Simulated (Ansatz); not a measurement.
`Cl[SiH2][NH][GeH3]` + SiH₄ → `[SiH3][SiH2][NH][GeH3]` + HCl  (formal exchange of groups at the Si–Cl bond)

Calculated with Ansatz (gas phase, PBE0-D4/def2-TZVP geometries, no zero-point term in ΔE). CCSD(T)/CBS adds triple-zeta CCSD(T) − MP2 to the extrapolated MP2 energy (def2 sets, frozen cores). This one scheme is used for every species. Functionals use def2-TZVPP. HSE06 is defined as in plane-wave codes. For Ge outer-core shells are correlated without core-valence functions, which leaves a few kJ/mol of doubt a bond. Scalar relativity is left out up to krypton. Each species was taken in one conformer, which may not be the lowest.

CCSD(T)/CBS gives +28.4 kcal/mol.

(1) Another level gave +27.7 kcal/mol. Which?
A. CCSD(T)/def2-TZVPP
B. CAM-B3LYP/def2-TZVPP
C. HSE06/def2-TZVPP
D. revPBE/def2-TZVPP

Largest T1 diagnostic among the species: 0.012.

## Answers

(1) A. CCSD(T)/def2-TZVPP 27.7, revPBE 25.1, HSE06 26.4, CAM-B3LYP 29.4 kcal/mol.

Leaving LDA and LC-ωPBE aside and taking each functional with its dispersion term where it has one, the values, not all of them listed here, spread over 5.0 kcal/mol, from PBE-D4 to ωB97M-V. From BLYP to BHLYP (50 % exact exchange), in def2-TZVPP and without D4, ΔE moves by +2.5 kcal/mol. In def2-TZVPP, CCSD(T) changes the Hartree–Fock value by −4.9 kcal/mol (the triples alone add −0.4 kcal/mol) and MP2 by −2.4 kcal/mol.
